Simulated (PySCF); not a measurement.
A side-by-side comparison of computed properties.

First species: valeryl chloride, C5H9ClO.
SMILES: `C(CCC(Cl)=O)C`

Second species: C4H15Al2NO2.
Bonds: C1–N2, N2–C3, N2–Al4, Al4–O5, O5–C6, O5–Al7, Al7–O8, O8–C9, Al4–O8. Hydrogens: H10, H11, H12 on C1; H13, H14, H15 on C3; H16 on Al4; H17, H18, H19 on C6; H20, H21 on Al7; H22, H23, H24 on C9.

Levels: CAM-B3LYP/def2-SVPD for dipole moment, HOMO energy, LUMO energy, HOMO–LUMO gap, static isotropic polarisability and electronic spatial extent ⟨r²⟩ about the centre of nuclear charge; TDDFT CAM-B3LYP/def2-SVPD for lowest singlet excitation; TDA CAM-B3LYP/def2-SVPD for lowest triplet excitation (Tamm–Dancoff); ΔSCF CAM-B3LYP/def2-SVPD for vertical ionisation energy; PBE0-D3(BJ)/def2-SVP for rotational constant A and rotational constant C. Geometries: PBE0-D3(BJ)/def2-SVP. Each structure is a single optimised conformer of the isolated species, non-relativistic unless stated; the electronic structure was computed with PySCF and density fitting.

The conformers computed, where there is a choice (atom-mapped SMILES and torsion angles):
- `[CH3:1][CH2:2][CH2:3][CH2:4][C:5](=[O:6])[Cl:7]`: C1–C2–C3–C4 179°, C2–C3–C4–C5 180°, C3–C4–C5–O6 -1°
- `[CH3:1][N:2]([CH3:3])[AlH-:4]1[O+:5]([CH3:6])[AlH2-:7][O+:8]1[CH3:9]`: C1–N2–Al4–O5 46°

| property | column X | column Y |
| --- | --- | --- |
| dipole moment | 3.13 D | 0.71 D |
| HOMO energy | -10.01 eV | -7.30 eV |
| LUMO energy | 0.11 eV | 0.59 eV |
| HOMO–LUMO gap | 10.12 eV | 7.89 eV |
| lowest singlet excitation | 5.24 eV | 5.46 eV |
| lowest triplet excitation (Tamm–Dancoff) | 4.73 eV | 5.19 eV |
| static isotropic polarisability | 79.8 au | 116.5 au |
| vertical ionisation energy | 10.89 eV | 7.89 eV |
| electronic spatial extent ⟨r²⟩ about the centre of nuclear charge | 1548 bohr² | 1889 bohr² |
| rotational constant A | 6.552 GHz | 1.444 GHz |
| rotational constant C | 0.706 GHz | 0.693 GHz |

(1) Which column belongs to which species?

(2) How does each property change from the first species to the second?

Answers

(1) Column X is the first species and column Y the second. The first has 16 atoms and 64 electrons, the second 24 and 88.

(2) dipole moment -2.42 D; HOMO energy +2.71 eV; LUMO energy +0.48 eV; HOMO–LUMO gap -2.23 eV; lowest singlet excitation +0.22 eV; lowest triplet excitation (Tamm–Dancoff) +0.46 eV; static isotropic polarisability +36.7 au; vertical ionisation energy -3.00 eV; electronic spatial extent ⟨r²⟩ about the centre of nuclear charge +341 bohr²; rotational constant A -5.108 GHz; rotational constant C -0.013 GHz.

On the first: The polarisability is 11.83 Å³ as a volume (1 au = 0.148185 Å³), or 1.25 au for each of the 64 electrons. The principal polarisabilities are 62.6, 75.8 and 101.1 au; their mean is the isotropic value.

On the second: S1 lies 2.43 eV below the HOMO–LUMO gap; its leading configuration is HOMO→LUMO+1, weight 0.57. The 10 singlets span 5.46 to 7.28 eV, and their oscillator strengths add up to 0.15.
